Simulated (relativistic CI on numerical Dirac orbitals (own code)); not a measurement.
Radial parameters of Ca XII

These numbers are calculated, not measured: Dirac-Coulomb-Breit CI, KLI orbitals optimised for each configuration, model QED, unscaled Slater integrals (own radial code, finite nucleus).

Slater integrals F^k, G^k are unscaled and averaged over j, outside the closed core 1s2; ζ comes from projecting the Hamiltonian with its Breit term on Σ l·s of the shell.

- 2s2.2p5: ζ(2p) = 19931 cm⁻¹; <r>(2p) = 0.3122, <r^2>(2p) = 0.1192 (bohr units).
- 2s2.2p4.3s: F^2(2p,2p) = 310110, ζ(2p) = 20956, G^1(2p,3s) = 28415 cm⁻¹; <r>(2p) = 0.3053, <r^2>(2p) = 0.1139, <r>(3s) = 0.8932, <r^2>(3s) = 0.9054 (bohr units).
- 2s2.2p4.3p: F^2(2p,2p) = 309530, ζ(2p) = 20947, F^2(2p,3p) = 70712, G^0(2p,3p) = 28457, G^2(2p,3p) = 30624, ζ(3p) = 4385.9 cm⁻¹; <r>(2p) = 0.3058, <r^2>(2p) = 0.1143, <r>(3p) = 0.8877, <r^2>(3p) = 0.9056 (bohr units).

Averages of the first 10 configurations, taken without configuration mixing, which lowers the lowest level and can move excited configurations by several eV; other configurations of the list can lie among them:

```
Configuration  Parity  States  Average energy above the lowest level (eV)
      2s2.2p5     odd       6                                         1.5
       2s.2p6    even       2                                        90.5
   2s2.2p4.3s    even      30                                       386.5
       2p6.3s    even       2                                       562.4
   2s2.2p4.3p     odd      90                                       408.4
       2p6.3p     odd       6                                       582.4
   2s2.2p4.3d    even     150                                       435.6
       2p6.3d    even      10                                       609.2
    2s.2p5.3s     odd      24                                       467.8
    2s.2p5.3p    even      72                                       488.7
```
